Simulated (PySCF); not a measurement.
Polarisability and C₆ of Mn²⁺ (manganese, charge +2)

[Ar] 3d5, high-spin 6S determinant. Computed with PySCF 2.14 in x2c-QZVPPall with one added diffuse shell each of s, p, d, f, g type (12s8p6d5f3g, 128 functions), with the spin-free X2C one-electron Hamiltonian (Gaussian nucleus). Coupled (time-dependent) response in atomic units; α is the mean over directions.

| method | mean α (bohr³) | C₆ (like pair) | S(−4) |
| --- | --- | --- | --- |
| UHF | 3.270 | 9.512 | 4.975 |
| PBE | 4.201 | 12.38 | 11.08 |

S(−4) is the Cauchy moment in α(ω) = α(0) + S(−4) ω² + …

α(iu) at PBE:

```
u (hartree)  α(iu) (bohr³)
          0          4.201
     0.0500          4.174
      0.100          4.095
      0.200          3.829
      0.300          3.499
      0.500          2.886
      0.750          2.324
       1.00          1.926
       1.50          1.394
       2.00          1.054
       3.00         0.6572
       5.00         0.3226
```

For an ion, C₆ is the dispersion term alone; charge-induced terms of lower order in 1/R come first.
